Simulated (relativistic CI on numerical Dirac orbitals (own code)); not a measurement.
**Hyperfine structure of Tl42+, mass number 204**

Computed by Dirac-Coulomb-Breit CI, separate exchange-only KLI orbitals for each configuration, model QED, unscaled Slater integrals (own radial code, finite nucleus).

CI space (outside the closed core [Ar] 3d10): 4s2.4p6.4d3, 4s2.4p6.4d2.4f, 4s2.4p5.4d4, 4s.4p6.4d4, 4s.4p6.4d3.4f, 4s2.4p6.4d2.5s, 4s2.4p6.4d.4f.5s, 4s2.4p6.4d2.5p, 4s2.4p6.4d2.5d, 4s2.4p5.4d3.5s, 4s2.4p6.4d.4f2, 4s2.4p6.4f3, 4s.4p6.4d.4f3, 4s2.4p6.4f2.5s, 4s2.4p6.4f2.5p, 4s2.4p6.4d.5s2, 4s2.4p6.4f.5s2, 4s.4p6.4d.4f.5s2, 4s2.4p6.5s2.5p. Double excitations out of closed p, d and f shells are left out; levels of such configurations are missing from the list, as are those of other unlisted configurations, and high levels can miss mixing partners. These lack a partner that the ground configuration has and come out too high: 4s2.4p6.4d2.5d, 4s2.4p5.4d3.5s.

Nuclear spin I = 2, μ = 0.09 μN (tables of Stone and Pyykkö). The electronic factors are computed for point nuclear moments, without core polarisation or the Bohr-Weisskopf and QED corrections.

```
              Level  E (cm⁻¹)  A (MHz)
 4s2.4p6.4d3 4F_5/2    210404     1032
 4s2.4p6.4d3 4P_1/2    251276   -748.5
 4s2.4p6.4d3 4F_7/2    454594    831.6
 4s2.4p6.4d3 4F_9/2    473854    876.2
 4s2.4p6.4d3 2P_1/2    497735   -343.2
4s2.4p6.4d3 2H_11/2    511971    987.8
```

Levels with J = 0, under 50 % of one LS term, or S terms without an open s electron are left out. Small factors come from cancelling terms and can be off by tens of per cent or more.

At this charge energies of transitions that change n are usually good to better than 1 %, and those within a shell (Δn = 0) to a few per cent.

Task: Give the hyperfine levels of 4s2.4p6.4d3 4F_5/2 relative to its centre of gravity.

Result: With K = F(F + 1) − I(I + 1) − J(J + 1), E = AK/2: F = 1/2: -7223, F = 3/2: -5675, F = 5/2: -3096, F = 7/2: 516, F = 9/2: 5160 MHz.

LS names give the leading component of a level, which can be under half, so a name can repeat, a term be missing and a line seem to break the LS rules.
